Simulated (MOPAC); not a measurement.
Input for MOPAC: PM6 on FGeHS (SMILES [F][Ge][SH]), a point of a torsion scan.

```
PM6 1SCF PRECISE CHARGE=0 THREADS=1
FGeHS

F      1.68799341 1    -0.66662412 1     0.25619024 1
Ge     0.93820692 1     0.93216925 1    -0.21502309 1
S     -1.24351435 1     0.46437169 1     0.25915056 1
H     -1.09813937 1     0.90409599 1     1.50738756 1
```

Program output:

```
*******************************************************************************
 **                                                                           **
 **                              MOPAC v23.2.5                                **
 **                                                                           **
 *******************************************************************************
 ** MOPAC's Digital Object Identifier: https://doi.org/10.5281/zenodo.6511958 **
 **                                                                           **
 ** Please cite the open-source release paper for use of this MOPAC version:  **
 ** J. E. Moussa and J. J. P. Stewart (2026)                                  **
 ** MOPAC: An open-source semiempirical molecular orbital program             **
 ** J. Open Source Softw., 11(119), 8025, https://doi.org/10.21105/joss.08025 **
 *******************************************************************************

                              PM6 CALCULATION RESULTS

 *******************************************************************************
 *  PM6        - The PM6 Hamiltonian to be used
 *
 *
 *
 *                 CHARGE ON SYSTEM = 0
 *
 *
 *
 *  PRECISE    - TIGHTER CRITERIA TO BE USED
 *  1SCF       - DO 1 SCF AND THEN STOP
 *  THREADS=1  - MULTI-THREADING NOT USED
 *  T=         - A TIME OF 172800.0 SECONDS REQUESTED
 *  DUMP=N     - RESTART FILE WRITTEN EVERY 7200.0 SECONDS REQUESTED
 *******************************************************************************
PM6 1SCF PRECISE CHARGE=0 THREADS=1
 FGeHS

   ATOM   CHEMICAL          X               Y               Z
  NUMBER   SYMBOL      (ANGSTROMS)     (ANGSTROMS)     (ANGSTROMS)

     1       F          1.68799341  *  -0.66662412  *   0.25619024  *
     2      Ge          0.93820692  *   0.93216925  *  -0.21502309  *
     3       S         -1.24351435  *   0.46437169  *   0.25915056  *
     4       H         -1.09813937  *   0.90409599  *   1.50738756  *



          CARTESIAN COORDINATES

    NO.       ATOM           X           Y           Z

     1         F          1.6880     -0.6666      0.2562
     2        Ge          0.9382      0.9322     -0.2150
     3         S         -1.2435      0.4644      0.2592
     4         H         -1.0981      0.9041      1.5074

 General Reference for PM6:
 "Optimization of Parameters for Semiempirical Methods V: Modification of NDDO Approximations
 and Application to 70 Elements", J. J. P. Stewart, J. Mol. Mod., 13, 1173-1213 (2007)
 URL: https://link.springer.com/article/10.1007/s00894-007-0233-4

           Empirical Formula: H F Ge S  =     4 atoms



      MOLECULAR POINT GROUP   :   C1


      RHF CALCULATION, NO. OF DOUBLY OCCUPIED LEVELS = 9


 -------------------------------------------------------------------------------
 PM6 1SCF PRECISE CHARGE=0 THREADS=1
 FGeHS



     1SCF WAS SPECIFIED, SO BFGS WAS NOT USED
     SCF FIELD WAS ACHIEVED


                              PM6 CALCULATION
                                                       MOPAC v23.2.5 Linux




          FINAL HEAT OF FORMATION =        -54.57675 KCAL/MOL =    -228.34914 KJ/MOL


          COSMO AREA              =        108.30 SQUARE ANGSTROMS
          COSMO VOLUME            =         97.81 CUBIC ANGSTROMS

          IONIZATION POTENTIAL    =          8.951782 EV
          HOMO LUMO ENERGIES (EV) =         -8.952 -1.524
          NO. OF FILLED LEVELS    =          9
          MOLECULAR WEIGHT        =        124.6563         POINT GROUP:  C1

          MOLECULAR DIMENSIONS (Angstroms)

            Atom       Atom       Distance
            H     4    F     1     3.43441
           Ge     2    S     3     1.48835
            H     4   Ge     2     1.07175


          SCF CALCULATIONS        =          1





   ATOM   CHEMICAL          X               Y               Z
  NUMBER   SYMBOL      (ANGSTROMS)     (ANGSTROMS)     (ANGSTROMS)

     1       F          1.68799341  *  -0.66662412  *   0.25619024  *
     2      Ge          0.93820692  *   0.93216925  *  -0.21502309  *
     3       S         -1.24351435  *   0.46437169  *   0.25915056  *
     4       H         -1.09813937  *   0.90409599  *   1.50738756  *

                             CARTESIAN COORDINATES

   1    F        1.687993410    -0.666624120     0.256190240
   2   Ge        0.938206920     0.932169250    -0.215023090
   3    S       -1.243514350     0.464371690     0.259150560
   4    H       -1.098139370     0.904095990     1.507387560


           Empirical Formula: H F Ge S  =     4 atoms



      MOLECULAR POINT GROUP   :   C1


                  EIGENVALUES
 -37.39160 -30.01375 -16.01191 -14.15918 -13.96667 -13.23202 -12.08752  -9.41137
  -8.95178  -1.52364  -0.02246   0.76514   0.81139   2.08274   2.15246   2.19767
   2.21230   3.64107


              NET ATOMIC CHARGES AND DIPOLE CONTRIBUTIONS

  ATOM NO.   TYPE          CHARGE      No. of ELECS.   s-Pop       p-Pop       d-Pop
    1          F          -0.549746        7.5497     1.96888     5.58086
    2         Ge           1.004297        2.9957     1.86246     1.13324
    3          S          -0.659271        6.6593     1.93706     4.60452     0.11769
    4          H           0.204719        0.7953     0.79528
 DIPOLE           X         Y         Z       TOTAL
 POINT-CHG.     2.926     5.675    -1.052     6.472
 HYBRID        -1.624    -2.191     0.634     2.800
 SUM            1.303     3.485    -0.418     3.744


          ATOMIC ORBITAL ELECTRON POPULATIONS

     Atom    s        px        py        pz      x^2-y^2     xz        z^2       yz        xy
    1  F   1.96888   1.91743   1.73795   1.92548
    2 Ge   1.86246   0.48775   0.48056   0.16493
    3  S   1.93706   1.53413   1.86627   1.20412   0.02405   0.00842   0.04864   0.02397   0.01260
    4  H   0.79528

 **********************
 *                    *
 * JOB ENDED NORMALLY *
 *                    *
 **********************




 == MOPAC DONE ==
```

The run finished.

Cost: around 0.03 core-seconds (rough).
